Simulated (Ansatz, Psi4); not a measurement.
Input for Ansatz (a program for electronic structure):
Ansatz 0.2 input:
```yaml
crystal:
  periodic: [false, false, false]
  atoms:
    - {symbol: Sb, position_ang: [0.00321780, -0.00060931, 0.45841300]}
    - {symbol: Cl, position_ang: [-1.88737745, -1.03661953, -0.44656592]}
    - {symbol: Cl, position_ang: [0.04063205, 2.15098423, -0.45586257]}
    - {symbol: Cl, position_ang: [1.83709199, -1.11253676, -0.47281051]}
basis:
  gaussian:
    orbitals: def2-SVPD
hamiltonian:
  xc: {name: B97M-V}
total_charge: 1
magnetization: {spin_polarized: true, initial_magnetization: 1}
accuracy: high
```

### Question
Give the equivalent Psi4 input.

### Answer
This is not unique; one that fits is 
```
memory 2 GB

molecule mol {
1 2
  Sb    0.003218   -0.000609    0.458413
  Cl   -1.887377   -1.036620   -0.446566
  Cl    0.040632    2.150984   -0.455863
  Cl    1.837092   -1.112537   -0.472811
}

set basis def2-svpd
set reference uks
set scf_type pk
set puream true
set d_convergence 1e-8
set dft_radial_points 99
set dft_spherical_points 590

energy('b97m-v')
print_variables()
```

Both were run: Ansatz gave -1619.819825 Eh and Psi4 -1619.819834 Eh, 0.008 mEh apart.
